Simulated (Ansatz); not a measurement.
`[SiH3]O[SiH]([SiH3])Cl` + H₂O → `O[SiH]([SiH3])Cl` + silanol at 298.15 K and 1 bar (formal hydrolysis of the Si–O bond).

Computed with Ansatz on PBE0-D4/def2-TZVP structures; ΔE is electronic, products minus reactants. CCSD(T)/CBS is the MP2 limit (def2-TZVPP, def2-QZVPP) plus CCSD(T) − MP2 in def2-TZVPP, frozen cores. This one scheme is used for every species. Each species was taken in one conformer, which may not be the lowest.

| species | CCSD(T)/CBS energy (Eh) | H − E (kJ/mol) | S (J/(mol·K)) |
| --- | --- | --- | --- |
| `[SiH3]O[SiH]([SiH3])Cl` | -1406.52878 | 200.2 | 423.4 |
| H₂O | -76.37941 | 66.4 | 188.7 |
| `O[SiH]([SiH3])Cl` | -1116.20942 | 151.6 | 352.2 |
| `O[SiH3]` | -366.69042 | 113.6 | 257.8 |

H − E and S are ideal-gas, rigid-rotor, harmonic terms from PBE0-D4/def2-TZVP, for one conformer and one mirror image of each species. 1 Eh = 2625.50 kJ/mol, R = 8.31446 J/(mol·K).

Question: By hand: ΔE, ΔH, ΔS and ΔG.

Answer: ΔE = (-1116.20942) + (-366.69042) − (-1406.52878) − (-76.37941) = 0.00835 Eh = 21.9 kJ/mol. Δ(H − E) = 151.6 + 113.6 − 200.2 − 66.4 = -1.4, so ΔH = 20.5 kJ/mol. ΔS = 352.2 + 257.8 − 423.4 − 188.7 = -2.1 J/(mol·K). ΔG = 20.5 − 298.15 × (-2.1)/1000 = 21.1 kJ/mol.

Question: By hand: the equilibrium constant, and the temperature at which ΔG would vanish if ΔH and ΔS stayed fixed.

Answer: log₁₀ K = −ΔG/(RT ln 10) = -3.7. ΔH and −TΔS have one sign here, so there is no such temperature. One of them is within its doubt of zero, so this could turn.

The number of gas molecules stays the same, so ΔS is small and ΔH decides. A doubt of 5 kJ/mol in ΔE shifts log₁₀ K by 0.9 here. Other conformers and mirror images would add mixing entropy, several J/(mol·K) or more a flexible species. Modes under 60 cm⁻¹, often nearly free rotors, make the harmonic entropy too high. These are equilibria of isolated gas molecules and say nothing of rates. Largest T1 diagnostic: 0.012 (customary marks: 0.02 for closed shells, 0.045 for open ones).
